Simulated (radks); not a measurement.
The ytterbium ion Yb3+, configuration [Xe] 4f13 (the NIST ground configuration). Calculated with a radial shooting solver on a logarithmic mesh with Libxc functionals: Dirac Kohn-Sham, BLYP, spin-unpolarised, spherical densities, finite nucleus; open shells fill j = l - 1/2 first; Fermi nuclear charge, rms radius 5.3108 fm.

Unscreened Slater integrals over Kohn-Sham orbitals (eV). Large and small components are both included. Empty in this configuration: 5d3/2.

| integral | value |
|---|---|
| F0(4f7/2,4f7/2) | 34.438 |
| F2(4f7/2,4f7/2) | 16.121 |
| F4(4f7/2,4f7/2) | 10.067 |
| F6(4f7/2,4f7/2) | 7.2290 |
| F0(4f7/2,4f5/2) | 34.741 |
| F2(4f7/2,4f5/2) | 16.279 |
| F4(4f7/2,4f5/2) | 10.169 |
| G2(4f7/2,4f5/2) | 16.230 |
| G4(4f7/2,4f5/2) | 10.140 |
| G6(4f7/2,4f5/2) | 7.2826 |
| F0(4f7/2,5p3/2) | 20.811 |
| F2(4f7/2,5p3/2) | 6.8592 |
| G2(4f7/2,5p3/2) | 3.4775 |
| G4(4f7/2,5p3/2) | 2.6863 |
| F0(4f7/2,5p1/2) | 22.117 |
| G4(4f7/2,5p1/2) | 3.1852 |
| F0(4f7/2,5d3/2) | 15.352 |
| F2(4f7/2,5d3/2) | 3.7093 |
| G3(4f7/2,5d3/2) | 1.4341 |
| G5(4f7/2,5d3/2) | 1.0797 |
| F0(4f5/2,4f5/2) | 35.052 |
| F2(4f5/2,4f5/2) | 16.443 |
| F4(4f5/2,4f5/2) | 10.275 |
| F0(4f5/2,5p3/2) | 20.881 |
| F2(4f5/2,5p3/2) | 6.7891 |
| G2(4f5/2,5p3/2) | 3.3693 |
| G4(4f5/2,5p3/2) | 2.6156 |
| F0(4f5/2,5p1/2) | 22.199 |
| G2(4f5/2,5p1/2) | 4.0663 |
| F0(4f5/2,5d3/2) | 15.382 |
| F2(4f5/2,5d3/2) | 3.6474 |
| G1(4f5/2,5d3/2) | 1.7435 |
| G3(4f5/2,5d3/2) | 1.3810 |
| F0(5p3/2,5p3/2) | 17.205 |
| F2(5p3/2,5p3/2) | 9.2630 |
| F0(5p3/2,5p1/2) | 17.819 |
| G2(5p3/2,5p1/2) | 9.4460 |
| F0(5p3/2,5d3/2) | 13.854 |
| F2(5p3/2,5d3/2) | 6.7104 |
| G1(5p3/2,5d3/2) | 7.9878 |
| G3(5p3/2,5d3/2) | 4.9004 |
| F0(5p1/2,5p1/2) | 18.527 |
| F0(5p1/2,5d3/2) | 14.135 |
| G1(5p1/2,5d3/2) | 7.3731 |
| F0(5d3/2,5d3/2) | 11.992 |
| F2(5d3/2,5d3/2) | 6.2419 |
